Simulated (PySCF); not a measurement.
A structure optimised at r2SCAN-D4/def2-TZVP, used in a PySCF frequency run:

```xyz
4

Be     0.0179    -0.6693     0.0000
F     -0.0076    -2.0469     0.0000
S      0.0789     1.2370     0.0000
H     -1.2657     1.3073     0.0000
```

Write its SMILES, formula and point group.

[F][Be][SH], BeFHS, Cs

What are its rotational constants (standard atomic weights)?

285.60, 3.7662, 3.7172 GHz
